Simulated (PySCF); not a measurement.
Isomers of C7H18P2, one conformer each; single-point electronic energies without zero-point terms and without any empirical dispersion term.

Level: PBE0/pcSseg-1 in PySCF, non-relativistic, each on one gas-phase PBE0-D3(BJ)/def2-SVP geometry that isn't relaxed in the solvent. The solvent is an IEF-PCM continuum (cavity from Bondi-type radii × 1.2). Specific hydrogen bonds and non-electrostatic terms are outside this model.

```csv
isomer,"relative energy, gas (kcal/mol)",dipole (D)
`CCP(CCP)C(C)C`,0.0,1.67
`CC(C)(P(CCP)C)C`,0.0,2.24
`C([P@@](C)(=CC)P)(C)(C)C`,26.3,1.61
```

Task: How do the relative energies look in cyclohexane (ε = 2.017)?

Result: 
| isomer | relative energy, solvent (kcal/mol) | E(solvent) − E(gas) (kcal/mol) | dipole in solvent (D) |
| --- | --- | --- | --- |
| `CCP(CCP)C(C)C` | 0.0 | -1.6 | 1.88 |
| `CC(C)(P(CCP)C)C` | 0.0 | -1.6 | 2.59 |
| `C([P@@](C)(=CC)P)(C)(C)C` | 26.0 | -1.8 | 1.82 |

The order is unchanged, ties at the printed digit aside. Conformers: `[CH3:1][CH2:2][P:3]([CH2:4][CH2:5][PH2:6])[CH:7]([CH3:8])[CH3:9]` with C1–C2–P3–C4 160°, C2–P3–C4–C5 -82°, P3–C4–C5–P6 -176°, C4–C5–P6–H -76° and -170°, C2–P3–C7–C8 61°; `[CH3:1][P:2]([CH2:3][CH2:4][PH2:5])[C:6]([CH3:7])([CH3:8])[CH3:9]` with C1–P2–C3–C4 -62°, P2–C3–C4–P5 -45°, C3–C4–P5–H -158° and -63°; `[CH3:1][CH:2]=[P@@:3]([CH3:4])([PH2:5])[C:6]([CH3:7])([CH3:8])[CH3:9]` with C2–P3–P5–H 33° and -60°. `C([P@@](C)(=CC)P)(C)(C)C` gains most from the continuum, while `CC(C)(P(CCP)C)C` has the largest gas-phase dipole. The gains span 0.2 kcal/mol, the gas-phase energies 26.3 kcal/mol.
